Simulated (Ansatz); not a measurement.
Calculated with Ansatz (gas phase, PBE0-D4/def2-TZVP geometries, no zero-point term in ΔE). CCSD(T)/CBS adds triple-zeta CCSD(T) − MP2 to the extrapolated MP2 energy (def2 sets, frozen cores). Functionals use def2-TZVPP. For Mg outer-core shells are correlated without core-valence functions, which leaves a few kJ/mol of doubt a bond. One conformer a species, not always the lowest.

`C[C@@H]1O[C@H]1C` + `C[N](C)[MgH]` → `[CH3][Mg][N](C)C` + `CC1CO1`  (formal exchange of groups at a C–C bond)

```
           species  ωB97M-V energy (Eh)
`C[C@@H]1O[C@H]1C`           -232.41223
    `C[N](C)[MgH]`           -335.19570
`[CH3][Mg][N](C)C`           -374.51118
          `CC1CO1`           -193.09959
```

(1) Work out ΔE.

Largest T1 diagnostic among the species: 0.011.

Results:

(1) ΔE = (-374.51118) + (-193.09959) − (-232.41223) − (-335.19570) = -0.00284 Eh = -0.08 eV. CCSD(T)/CBS gives -0.16 eV.

The D4 term adds +0.06 eV with B3LYP and +0.03 eV with PBE0; it sums over pairs of atoms, weighted by their polarisabilities, and B3LYP, whose exchange is more repulsive, gets the larger term. From PBE to PBE0 (25 % exact exchange), in def2-TZVPP and without D4, ΔE moves by +0.04 eV. In def2-TZVPP, CCSD(T) changes the Hartree–Fock value by −0.10 eV (the triples alone add −0.01 eV) and MP2 by −0.13 eV.

B3LYP here is the variant with VWN-RPA as its local correlation; programs differ in this.
